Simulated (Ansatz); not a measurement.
Ansatz (a first-principles code) input:

Ansatz 0.2 input:
```yaml
crystal:
  periodic: [false, false, false]
  atoms:
    - {symbol: Mg, position_ang: [-0.00000000, -0.00000000, -0.73136473]}
    - {symbol: O, position_ang: [0.00000000, 0.00000000, 1.09704709]}
basis:
  gaussian:
    orbitals: def2-TZVP
hamiltonian:
  xc: {name: SVWN5}
total_charge: 1
magnetization: {spin_polarized: true, initial_magnetization: 1}
relax: {f_tol: 0.003, max_steps: 100}
```

Problem. What final total energy does it print?

Solution. -273.47182 Eh (SVWN5/def2-TZVP). The basis has 63 functions.
